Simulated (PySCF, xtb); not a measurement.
C₆H₆S₂, SMILES Sc1ccc(S)cc1.

GFN2-xTB (xtb) at its own geometry gives an orbital gap of 3.40 eV and a dipole moment of 2.50 D.

Geometry: PBE0-D3(BJ)/def2-SVP. Other conformers were not sampled.

Problem. What does PBE/def2-TZVP (PySCF) give? (Estimate from the structure and the level; the computed values follow.)

Solution. gap 3.49 eV (levels -5.00 and -1.51 eV), dipole 1.53 D.
